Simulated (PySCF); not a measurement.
**Question.** Give a GFN2-xTB geometry of `[H]/N=C\C=C\C#CC`.

**Answer.** 
```xyz
14
C6H7N angstrom
C     -3.372    0.206   -0.110
C     -2.009   -0.098    0.249
C     -0.871   -0.356    0.552
C      0.457   -0.646    0.898
C      1.500    0.113    0.523
C      2.866   -0.194    0.885
N      3.908    0.452    0.578
H     -3.927   -0.715   -0.289
H     -3.395    0.819   -1.012
H     -3.853    0.754    0.700
H      0.613   -1.535    1.499
H      1.334    1.000   -0.078
H      3.017   -1.085    1.491
H      3.733    1.282    0.009
```

Any rigid rotation of these coordinates is as good. Atoms count from 1 in this order. The C–C distances run from 1.205 Å (C2≡C3, drawn triple) to 1.446 Å (C5–C6, drawn single), a spread of 0.241 Å. The 7 heavy atoms lie in one plane (0.001 Å rms). Of the pairs four or more bonds apart, H12···H14 is among the closest relative to their van der Waals radii: 2.42 Å, 101 % of the sum of Bondi's values.

Bonds between heavy atoms (Å): C1–C2 1.443, C2≡C3 1.205, C3–C4 1.402, C4=C5 1.343, C5–C6 1.446, C6=N7 1.264.

Computed geometry: GFN2-xTB, gas phase.

Whether it is a minimum is left open (no frequencies). One conformer, not necessarily the lowest (C4–C5–C6–N7 180°).
